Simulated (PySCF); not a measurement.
**Dipole response of Gd²⁷⁺ (gadolinium, charge +27)**

[Kr] 4d1, 2D determinant. Calculation: PySCF 2.14, in an even-tempered Gaussian basis (18 s from 1.9 bohr⁻², ratio 2.5; 12 p from 2.5 bohr⁻², ratio 2.5; 9 d from 2.5 bohr⁻², ratio 2.5; 4 f from 10 bohr⁻², ratio 2.7; 3 g from 15 bohr⁻², ratio 2.7); no relativity, point nucleus. Coupled (time-dependent) response in atomic units; α is the mean over directions.

```json
{"method": "PBE0", "mean α (bohr³)": "0.1178", "α xx, yy, zz": "0.1149, 0.1149, 0.1235", "C₆ (like pair)": "0.06846", "S(−4)": "0.003620"}
```

S(−4) is the Cauchy moment in α(ω) = α(0) + S(−4) ω² + …

Spin-orbit coupling is absent.

α(iu) at PBE0:

```
u (hartree)  α(iu) (bohr³)
          0         0.1177
      0.700         0.1160
       1.40         0.1111
       2.80        0.09555
       4.20        0.07840
       5.60        0.06367
       7.00        0.05220
       10.5        0.03425
       14.0        0.02480
       21.0        0.01563
       35.0       0.008733
```

A single London oscillator, α(iu) = α/(1 + u²/ω²), gives C₆ = (3/4) ω α². Matching the computed C₆ needs ω = 4 × 0.06846 / (3 × 0.1178²) = 6.58 hartree.

For an ion, C₆ is the dispersion term alone; charge-induced terms of lower order in 1/R come first.

The components differ because the open shell of this determinant is not spherical; for a pure term their mean is the scalar polarisability.

A non-relativistic calculation at this Z misses sizeable relativistic shifts. Spin-orbit coupling, absent here, splits the open shell strongly.
